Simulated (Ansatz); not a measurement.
`[F][Hf]([F])([Cl])[I]` + CH₄ → `[CH3][Hf]([F])([F])[Cl]` + HI at 500 K and 1 bar (formal exchange of groups at the Hf–I bond).

Program: Ansatz. Geometries: PBE0-D4/def2-TZVP. ΔE: electronic, gas phase. CCSD(T)/CBS is the MP2 limit (def2-TZVPP, def2-QZVPP) plus CCSD(T) − MP2 in def2-TZVPP, frozen cores. This one scheme is used for every species. Elements past krypton have def2 core potentials. For Hf, I outer-core shells are correlated without core-valence functions, which leaves a few kJ/mol of doubt a bond.

| species | CCSD(T)/CBS energy (Eh) | H − E (kJ/mol) | S (J/(mol·K)) |
| --- | --- | --- | --- |
| `[F][Hf]([F])([Cl])[I]` | -1005.01720 | 57.2 | 443.7 |
| CH₄ | -40.46206 | 135.6 | 206.8 |
| `[CH3][Hf]([F])([F])[Cl]` | -747.37169 | 152.3 | 450.6 |
| HI | -298.03592 | 28.6 | 221.6 |

H − E and S are ideal-gas, rigid-rotor, harmonic terms from PBE0-D4/def2-TZVP. 1 Eh = 2625.50 kJ/mol, R = 8.31446 J/(mol·K).

Q: By hand: ΔE, ΔH, ΔS and ΔG.

A: ΔE = (-747.37169) + (-298.03592) − (-1005.01720) − (-40.46206) = 0.07165 Eh = 188.1 kJ/mol. Δ(H − E) = 152.3 + 28.6 − 57.2 − 135.6 = -11.9, so ΔH = 176.2 kJ/mol. ΔS = 450.6 + 221.6 − 443.7 − 206.8 = 21.7 J/(mol·K). ΔG = 176.2 − 500 × (21.7)/1000 = 165.3 kJ/mol.

Q: By hand: the equilibrium constant, and the temperature at which ΔG would vanish if ΔH and ΔS stayed fixed.

A: log₁₀ K = −ΔG/(RT ln 10) = -17.3. ΔG = 0 at ΔH/ΔS = 8120 K, far beyond where these terms or the molecules hold.

ΔH outweighs TΔS. A doubt of 5 kJ/mol in ΔE shifts log₁₀ K by 0.5 here. These are equilibria of isolated gas molecules and say nothing of rates. Largest T1 diagnostic: 0.015 (customary marks: 0.02 for closed shells, 0.045 for open ones).
